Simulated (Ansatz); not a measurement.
`S[SiH2]BCl` + `CBCF` → `FCBCl` + `CB[SiH2]S`  (redistribution)

Calculated with Ansatz (gas phase, PBE0-D4/def2-TZVP geometries, no zero-point term in ΔE). CBS: MP2 limit from def2 TZ/QZ plus the TZ coupled-cluster correction, frozen cores. DFT in def2-TZVPP. Each species was taken in one conformer, which may not be the lowest.

`S[SiH2]BCl`:

Cartesian coordinates in Å:
```
S -1.082 1.772 -0.202
Si 0.686 0.546 -0.147
B 0.009 -1.166 0.654
Cl -0.728 -2.354 -0.386
H -1.773 0.917 -0.976
H 1.621 1.294 0.731
H 1.286 0.386 -1.499
H -0.019 -1.394 1.825
```

`CBCF`:

Z-matrix (Å, degrees):
```
C
B 1 1.556
H 1 1.097 2 109.4
H 1 1.092 2 115.7 3 122.9
H 1 1.097 2 109.5 3 -114.0
C 2 1.557 1 120.1 3 -122.6
H 2 1.198 1 120.2 3 57.3
F 6 1.387 2 115.7 1 -180.0
H 6 1.101 2 109.7 1 -57.4
H 6 1.101 2 109.5 1 57.6
```

`FCBCl`:

```xyz
7

F     1.639   -0.357    0.466
C     0.300   -0.072    0.627
B    -0.515    0.119   -0.685
Cl    0.216   -0.016   -2.249
H    -0.162   -0.877    1.219
H     0.204    0.835    1.242
H    -1.681    0.368   -0.619
```

`CB[SiH2]S`:

Cartesian coordinates in Å:
```
C 0.460 -1.377 -1.072
B 0.992 -0.108 -0.365
Si -0.124 1.085 0.817
S -2.102 0.258 0.951
H 1.219 -2.135 -1.280
H 0.147 -0.995 -2.062
H -0.427 -1.837 -0.633
H 2.122 0.247 -0.567
H -0.181 2.473 0.274
H 0.489 1.182 2.174
H -2.595 1.208 1.763
```

```
     species  BLYP energy (Eh)
`S[SiH2]BCl`       -1175.19667
      `CBCF`        -204.51289
     `FCBCl`        -624.86195
 `CB[SiH2]S`        -754.84593
```

Q: Work out ΔE.

A: ΔE = (-624.86195) + (-754.84593) − (-1175.19667) − (-204.51289) = 0.00168 Eh = +1.1 kcal/mol. CCSD(T)/CBS gives +0.5 kcal/mol.

Q: What do rigid-rotor, harmonic-oscillator terms from PBE0-D4/def2-TZVP frequencies (298.15 K, 1 bar) make of the CCSD(T)/CBS value? (Best estimate.)

A: The calculation gave: ΔZPE = -0.1 kcal/mol, ΔH = +0.3 kcal/mol, ΔS = -3 J/(mol·K), ΔG = +0.5 kcal/mol. Modes under 50 cm⁻¹ make the entropy rough.

Largest T1 diagnostic among the species: 0.013.

At CCSD(T), def2-SVP lies −0.8 kcal/mol from the extrapolated value and def2-TZVPP −0.2 kcal/mol. From BLYP to BHLYP (50 % exact exchange), in def2-TZVPP and without D4, ΔE moves by −0.7 kcal/mol. Leaving LDA and LC-ωPBE aside and taking each functional with its dispersion term where it has one, the values, not all of them listed here, spread over 1.2 kcal/mol, from B97M-V to BLYP-D4.
